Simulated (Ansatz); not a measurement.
Program: Ansatz. Geometries: PBE0-D4/def2-TZVP. ΔE: electronic, gas phase. CCSD(T)/CBS adds triple-zeta CCSD(T) − MP2 to the extrapolated MP2 energy (def2 sets, frozen cores). This one scheme is used for every species. DFT in def2-TZVPP. def2 core potentials past Kr. For Br, In outer-core shells are correlated without core-valence functions, which leaves a few kJ/mol of doubt a bond. Scalar relativity is left out up to krypton.

Reaction (ligand exchange at the In–C bond): `Cl[CH](Cl)[InH2]` + HBr → `[Br][InH2]` + `ClCCl`

Task: Is it downhill or uphill in electronic energy at CCSD(T)/CBS, and by how much? (Best estimate.)

Result: Computed: Downhill: ΔE = -39.1 kcal/mol.

Task: What do these levels give: r2SCANh-D4, CAM-B3LYP-D4, B2PLYP, MP2/def2-SVP, MP2/def2-TZVPP, SCS-MP2/def2-QZVPP? (An estimate is asked.)

Result: Ansatz gave: r2SCANh-D4 -40.9, CAM-B3LYP-D4 -40.7, B2PLYP -41.0, MP2/def2-SVP -40.0, MP2/def2-TZVPP -38.8, SCS-MP2/def2-QZVPP -39.9 kcal/mol.

Largest T1 diagnostic among the species: 0.013.

The D4 term adds +1.7 kcal/mol with B3LYP and +0.9 kcal/mol with PBE0; it sums over pairs of atoms, weighted by their polarisabilities, and B3LYP, whose exchange is more repulsive, gets the larger term. Leaving LDA and LC-ωPBE aside and taking each functional with its dispersion term where it has one, the values, not all of them listed here, spread over 4.9 kcal/mol, from BHLYP-D4 to revPBE-D4. LDA lies +2.2 kcal/mol from PBE without D4. From PBE to PBE0 (25 % exact exchange), in def2-TZVPP and without D4, ΔE moves by −2.2 kcal/mol.

B3LYP here is the variant with VWN-RPA as its local correlation; programs differ in this.
